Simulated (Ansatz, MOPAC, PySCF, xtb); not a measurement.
Pair of molecules: NH3 (SMILES N) (first 4 atoms) with CHN (SMILES C#N); geometry from B3LYP-D3(BJ)/def2-TZVP, rigid monomers moved along the line of their centres of mass till N1···H7 is 2.90 Å.
(charge 0, multiplicity 1):
```xyz
7

N     -0.314     0.026     0.013
H     -1.188     0.437    -0.299
H      0.436     0.589    -0.373
H     -0.247    -0.894    -0.409
C     -0.115    -0.155     3.991
N     -0.059    -0.206     5.136
H     -0.168    -0.107     2.907
```

```json
[
 {"level": "GFN-FF", "interaction energy (kJ/mol)": "-7.2", "minus MP2/CBS(aug-cc-pVDZ, aug-cc-pVTZ) + ΔCCSD(T)/aug-cc-pVDZ": "9.9", "cost": "-"},
 {"level": "AM1", "interaction energy (kJ/mol)": "-8.5", "minus MP2/CBS(aug-cc-pVDZ, aug-cc-pVTZ) + ΔCCSD(T)/aug-cc-pVDZ": "8.5", "cost": "-"},
 {"level": "PM6", "interaction energy (kJ/mol)": "-11.4", "minus MP2/CBS(aug-cc-pVDZ, aug-cc-pVTZ) + ΔCCSD(T)/aug-cc-pVDZ": "5.6", "cost": "-"},
 {"level": "GFN2-xTB", "interaction energy (kJ/mol)": "-11.2", "minus MP2/CBS(aug-cc-pVDZ, aug-cc-pVTZ) + ΔCCSD(T)/aug-cc-pVDZ": "5.8", "cost": "-"},
 {"level": "HF/STO-3G (no counterpoise)", "interaction energy (kJ/mol)": "-12.0", "minus MP2/CBS(aug-cc-pVDZ, aug-cc-pVTZ) + ΔCCSD(T)/aug-cc-pVDZ": "5.1", "cost": "-"},
 {"level": "HF/aug-cc-pVDZ", "interaction energy (kJ/mol)": "-17.1", "minus MP2/CBS(aug-cc-pVDZ, aug-cc-pVTZ) + ΔCCSD(T)/aug-cc-pVDZ": "-0.1", "cost": "-"},
 {"level": "PBE-D3(BJ)/def2-TZVPPD", "interaction energy (kJ/mol)": "-18.2", "minus MP2/CBS(aug-cc-pVDZ, aug-cc-pVTZ) + ΔCCSD(T)/aug-cc-pVDZ": "-1.1", "cost": "×1"},
 {"level": "PBE-D4/def2-TZVPPD", "interaction energy (kJ/mol)": "-18.1", "minus MP2/CBS(aug-cc-pVDZ, aug-cc-pVTZ) + ΔCCSD(T)/aug-cc-pVDZ": "-1.1", "cost": "×1"},
 {"level": "r2SCAN-D3(BJ)/def2-TZVPPD", "interaction energy (kJ/mol)": "-16.9", "minus MP2/CBS(aug-cc-pVDZ, aug-cc-pVTZ) + ΔCCSD(T)/aug-cc-pVDZ": "0.1", "cost": "×1"},
 {"level": "r2SCAN-D4/def2-TZVPPD", "interaction energy (kJ/mol)": "-16.8", "minus MP2/CBS(aug-cc-pVDZ, aug-cc-pVTZ) + ΔCCSD(T)/aug-cc-pVDZ": "0.2", "cost": "×1"},
 {"level": "B3LYP/6-311+G** (no counterpoise)", "interaction energy (kJ/mol)": "-18.5", "minus MP2/CBS(aug-cc-pVDZ, aug-cc-pVTZ) + ΔCCSD(T)/aug-cc-pVDZ": "-1.5", "cost": "-"},
 {"level": "B3LYP-D3(BJ)/def2-TZVPPD", "interaction energy (kJ/mol)": "-17.7", "minus MP2/CBS(aug-cc-pVDZ, aug-cc-pVTZ) + ΔCCSD(T)/aug-cc-pVDZ": "-0.7", "cost": "×1"},
 {"level": "PBE0-D3(BJ)/def2-TZVPPD", "interaction energy (kJ/mol)": "-18.4", "minus MP2/CBS(aug-cc-pVDZ, aug-cc-pVTZ) + ΔCCSD(T)/aug-cc-pVDZ": "-1.3", "cost": "×1"},
 {"level": "PBE0-D4/def2-TZVPPD", "interaction energy (kJ/mol)": "-18.3", "minus MP2/CBS(aug-cc-pVDZ, aug-cc-pVTZ) + ΔCCSD(T)/aug-cc-pVDZ": "-1.2", "cost": "×1"},
 {"level": "wB97X-V/def2-TZVPPD", "interaction energy (kJ/mol)": "-17.9", "minus MP2/CBS(aug-cc-pVDZ, aug-cc-pVTZ) + ΔCCSD(T)/aug-cc-pVDZ": "-0.9", "cost": "×3"},
 {"level": "MP2/6-31G*", "interaction energy (kJ/mol)": "-19.8", "minus MP2/CBS(aug-cc-pVDZ, aug-cc-pVTZ) + ΔCCSD(T)/aug-cc-pVDZ": "-2.8", "cost": "-"},
 {"level": "MP2/6-31G* (no counterpoise)", "interaction energy (kJ/mol)": "-23.7", "minus MP2/CBS(aug-cc-pVDZ, aug-cc-pVTZ) + ΔCCSD(T)/aug-cc-pVDZ": "-6.6", "cost": "-"},
 {"level": "MP2/aug-cc-pVTZ", "interaction energy (kJ/mol)": "-17.1", "minus MP2/CBS(aug-cc-pVDZ, aug-cc-pVTZ) + ΔCCSD(T)/aug-cc-pVDZ": "-0.1", "cost": "×3"},
 {"level": "CCSD/aug-cc-pVDZ", "interaction energy (kJ/mol)": "-16.6", "minus MP2/CBS(aug-cc-pVDZ, aug-cc-pVTZ) + ΔCCSD(T)/aug-cc-pVDZ": "0.4", "cost": "-"},
 {"level": "MP2/CBS(aug-cc-pVDZ, aug-cc-pVTZ) + ΔCCSD(T)/aug-cc-pVDZ", "interaction energy (kJ/mol)": "-17.0", "minus MP2/CBS(aug-cc-pVDZ, aug-cc-pVTZ) + ΔCCSD(T)/aug-cc-pVDZ": "0.0", "cost": "×8"}
]
```

 The comparison column counts from a level with limits of its own.

The rows run from -23.7 (MP2/6-31G* (no counterpoise)) to -7.2 kJ/mol (GFN-FF).

Interaction energies are E(AB) − E(A) − E(B) at the monomers' geometry in the complex; basis-set methods are counterpoise corrected. Rows marked so take none.

Correlated levels freeze the cores. CBS: X⁻³ extrapolation of the correlation energy, Hartree–Fock from the larger set. Rows in 6-311+G**, 6-31G*, STO-3G carry no dispersion term and start afresh at each structure (6-31G* with six Cartesian d functions). MP2/6-31G* freezes PySCF's default core. The state that AM1, PM6 reach isn't checked.

Codes used: Ansatz (Gaussian basis) for Hartree–Fock, density functionals and correlated methods; MOPAC for AM1, PM6 (differences of heats of formation); PySCF for 6-311+G** rows, 6-31G* rows, STO-3G rows, the dispersion terms; xtb for the GFN methods. Values without a source in brackets are computed.

Costs are rough ratios of core time to PBE/def2-TZVPPD (about 4 s over the structures, on one shared machine); a dash marks a level with no comparable run of its own.

Ansatz is a first-principles code.
